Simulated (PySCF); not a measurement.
[ErBr4]− at several levels of theory

Computed with PySCF 2.14.0 (density fitting, no spin-orbit coupling) at the geometry relaxed with TPSS:

```xyz
5
[ErBr4]− (singlet in the valence; each metal's 4f electrons, 11 of them, lie in its core potential, out of spins and levels)
Er    0.0000    0.0000    0.0000
Br    1.5473    1.5473    1.5473
Br   -1.5473   -1.5473    1.5473
Br    1.5473   -1.5473   -1.5473
Br   -1.5473    1.5473   -1.5473
```

```tsv
level	basis	state	HOMO (eV)	gap (eV)	charge on Er1 (e)	population of f-type functions on Er1 (polarisation alone where 4f lies in the core)	dipole about the centre of mass (D)	largest force component (eV/Å)
TPSS	Er lcecp-1-SVP with ECP57, Br def2-SVP	singlet	-3.08	5.62	0.80	0.03	0.00	0.02
BP86	the same	singlet	-3.02	5.35	0.62	0.03	0.00	0.04
TPSSh	the same	singlet	-3.59	6.43	0.87	0.03	0.00	0.04
BLYP	the same	singlet	-2.63	5.34	0.57	0.03	0.00	0.08
TPSS	Er lcecp-1-TZVP with ECP57, Br def2-TZVP	singlet	-3.28	5.60	1.32	0.04	0.00	0.01
```

In the lcecp rows the 4f levels are missing from HOMO and gap, and the state counts the valence alone.

Charges are Mulliken's, which hang on the basis. The relaxation used the grid (50, 194), these runs (75, 302) or, all-electron (x2c bases, spin-free X2C Hamiltonian), (99, 590).

(1) What does HF with Er lcecp-1-SVP with ECP57, Br def2-SVP give here?

No frequency check is given that shows the relaxed geometry to be a minimum. An lcecp potential fixes the number of 4f electrons, so in runs with it no electron can move into or out of that shell.

Answers

(1) state singlet, HOMO (eV) -7.15, gap (eV) 12.45, charge on Er1 (e) 1.32, population of f-type functions on Er1 (polarisation alone where 4f lies in the core) 0.03, dipole about the centre of mass (D) 0.00, largest force component (eV/Å) 0.21. Time: 21 s on 4 threads of Intel(R) Xeon(R) Processor @ 2.50GHz (Skylake/Cascade Lake), with other jobs on the host, from an already converged density.
